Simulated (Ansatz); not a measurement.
## Which is lower?

The two ends of one reaction step of SiH₃Br, singlet (PBE0-D4/def2-TZVP).

A:

```
5
angstrom
Si 0.3756 1.0763 0.2225
Br -0.5498 -1.2532 -0.5594
H -0.9860 -0.8940 -1.8694
H -0.4136 0.7998 1.4963
H 1.5739 0.2711 0.7099
```

B:

Si1  (0.042, 0.158, 0.003)
Br2  (-0.526, -1.987, -0.038)
H3  (-0.323, 0.763, -1.298)
H4  (-0.695, 0.815, 1.106)
H5  (1.503, 0.250, 0.227)
(Å)

Program: Ansatz 0.2.0. Basis: def2-TZVPP. Cores are frozen in the correlated methods. Filled d shells of the heavier atoms are correlated. The def2 sets are not built for correlating such inner shells, so the correlated values are less sure here. B3LYP uses VWN-RPA correlation.

Question: Which structure is lower at CCSD(T), and by how much? (To be estimated.)

Answer: By the calculation: B, by 286.7 kJ/mol (electronic energy, against the other). By their contacts, A is SiH₃Br ([SiH2][BrH]) and B is SiH₃Br ([SiH3][Br]).

All methods give the same order:

```
      method  E(B) − E(A) (kJ/mol)
       SPW92                -270.2
      PBE-D4                -271.2
     BLYP-D4                -269.4
   r2SCAN-D4                -296.8
      B97M-V                -279.8
     PBE0-D4                -287.6
    B3LYP-D4                -283.6
  r2SCAN0-D4                -303.4
    BHLYP-D4                -301.2
CAM-B3LYP-D4                -292.7
     wB97X-V                -298.8
     wB97M-V                -283.8
      B2PLYP                -293.3
    PBE-QIDH                -303.4
  RPA on PBE                -275.7
          HF                -319.6
         MP2                -303.1
        CCSD                -289.6
     CCSD(T)                -286.7
```

No T1 diagnostic of these runs exceeds 0.009.

Labels in which every atom is bracketed show which atoms are joined, not bond orders.

For scale, one of the runs: CCSD(T)/def2-TZVPP, 132 basis functions, launched by `ansatz run in.yaml --threads 2 --pin off --events-out ev --progress --plain --max-ram 4352MiB`. Hardware: 2 CPU threads of an Intel Xeon 6975P-C, shared host. Wall time 4.4 s; peak host memory 0.69 GiB.
